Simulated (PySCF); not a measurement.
## EPR parameters of C4H9FNSi

C4H9FNSi (doublet state).
Numbering: `[H]/[N:7]=[C:6]/[CH2:5][CH2:4][Si@@H:2]([CH3:1])[F:3]` (hydrogens: H8, H9, H10 on C1; H11 on Si2; H12, H13 on C4; H14, H15 on C5; H16 on N7)

Cartesian coordinates in Å at the GFN2-xTB level; atoms count from 1:
```
atom  x, y, z in Å
C1    -2.593    1.114    0.268
Si2   -1.409   -0.358    0.169
F3    -1.479   -0.931   -1.348
C4     0.401    0.123    0.469
C5     1.376   -1.030    0.164
C6     2.790   -0.685    0.327
N7     3.311    0.392    0.643
H8    -2.689    1.482    1.284
H9    -2.254    1.940   -0.351
H10   -3.584    0.832   -0.075
H11   -1.835   -1.501    0.970
H12    0.680    0.973   -0.156
H13    0.557    0.441    1.501
H14    1.163   -1.885    0.812
H15    1.239   -1.372   -0.866
H16    4.318    0.474    0.710
```

The hyperfine couplings belong to this conformer and change with its torsions.

Computed, not measured: UKS B3LYP, pcH-1 on C F H N Si, non-relativistic, mean-field spin-orbit, GIAO in PySCF. The structure is a single GFN2-xTB conformer in the gas phase; no vibrational or solvent corrections. The geometry wasn't refined by DFT: couplings that depend on bond lengths, twists or pyramidal angles can differ widely from those at the functional's own minimum. Stability of the SCF solution: not tested.

```json
{"g1, g2, g3": "1.99893, 2.00206, 2.00315", "g_iso": "2.00138", "Form of g": "rhombic: the two nearest values differ by 26 % of g3 − g1", "⟨S²⟩": "0.7529 (exact 0.7500)", "Basis functions": "275"}
```

Hyperfine couplings atom by atom, in MHz; T1 to T3 are the principal values of the dipolar part:

```tsv
atom	isotope	a_iso	of which spin–orbit	T1	T2	T3	Mulliken spin population
C1	13C	4.1	0.0	-0.5	-0.4	0.9	0.00
Si2	29Si	-5.2	0.0	-2.3	1.0	1.3	0.01
F3	19F	-0.3	0.0	-0.6	0.0	0.6	0.00
C4	13C	23.2	0.0	-5.5	-5.0	10.5	0.06
C5	13C	90.1	0.0	-8.1	-7.6	15.7	0.00
C6	13C	235.0	-0.3	-62.2	-55.9	118.1	0.74
N7	14N	6.6	-0.1	-16.1	-12.2	28.2	0.16
H8	1H	-0.2	0.0	-0.6	-0.3	0.9	0.00
H9	1H	-0.2	0.0	-0.6	-0.3	0.9	0.00
H10	1H	2.2	0.0	-0.5	-0.2	0.7	0.00
H11	1H	-0.7	0.0	-0.8	-0.6	1.4	0.00
H12	1H	-3.6	0.0	-4.2	-0.7	4.9	0.00
H13	1H	-3.5	0.0	-4.1	-0.9	4.9	0.00
H14	1H	5.1	0.0	-7.6	-5.2	12.8	0.00
H15	1H	2.7	0.0	-7.5	-5.1	12.7	0.00
H16	1H	137.9	0.0	-16.1	-9.1	25.2	0.04
```

The Mulliken spin populations are largest on C6 (+0.74) and N7 (+0.16).

Under fast tumbling the dipolar parts average out, and these isotropic splittings remain: 1 × 1H (H16, I = 1/2, 2 lines) with 4.92 mT, 1 × 14N (N7, I = 1, 3 lines) with 0.24 mT, 1 × 1H (H14, I = 1/2, 2 lines) with 0.18 mT, 1 × 1H (H12, I = 1/2, 2 lines) with 0.13 mT, 1 × 1H (H13, I = 1/2, 2 lines) with 0.13 mT and 1 × 1H (H15, I = 1/2, 2 lines) with 0.10 mT.

The 29Si coupling of Si2 (-5.2 MHz) shows only in satellite lines or after enrichment, since that isotope makes up about 4.7 % of natural silicon.

The 13C coupling of C6 (235.0 MHz) shows only in satellite lines or after enrichment, since that isotope makes up about 1.07 % of natural carbon.
